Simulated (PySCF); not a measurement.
FeO₂, neutral, multiplicity 5. Atoms are numbered in the order given.

```xyz
3

Fe     0.0000     0.0000     0.3098
O      0.0000    -1.3674    -0.5034
O      0.0000     1.3674    -0.5034
```
Charge 0, spin multiplicity 5.

Geometry: PBE0-D3(BJ)/def2-TZVP. The multiplicity is an assumed one; other spin states were not compared.

Computed with PBE0-D3(BJ)/def2-TZVP (PySCF).

Frequencies are harmonic and unscaled.

List the normal modes with their intensities. (An estimate is asked for; the answer gives what the named calculation found.)


```csv
mode,ν (cm⁻¹),IR (km/mol),moving atoms (share of kinetic energy)
1,289,19.4,"O 78 %, Fe 22 %"
2,942,52.8,"O 85 %, Fe 15 %"
3,996,128.5,"O 70 %, Fe 30 %"
```
